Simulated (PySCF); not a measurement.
Coordinates in bohr (charge 0 multiplicity 2):
```
Ti    0.0000    0.0000    0.0000
F    -0.0020    0.0000    3.3283
F     2.8834    0.0000   -1.6624
F    -2.8814    0.0000   -1.6659
```

Method: UB3LYP/[Ti def2-SVP, F def2-SVP], no relativity, density fitting, PySCF.

This geometry of TiF₃ is a stationary point at this level.

Problem. What is the point group?

Solution. D3h.

Problem. Is it a minimum?

Solution. Yes: all harmonic wavenumbers are real, though the softest, 60 cm⁻¹, leaves little margin.

Problem. Which band is strongest in the infrared?

Solution. 804 cm⁻¹ (e'), 456 km/mol.

Problem. What are the dipole moment and the gap between the highest occupied and lowest empty levels of either spin?

Solution. 0.00 D and 3.96 eV.

This need not be the most stable arrangement of these atoms. With open d or f shells other occupations or spin states may lie lower.
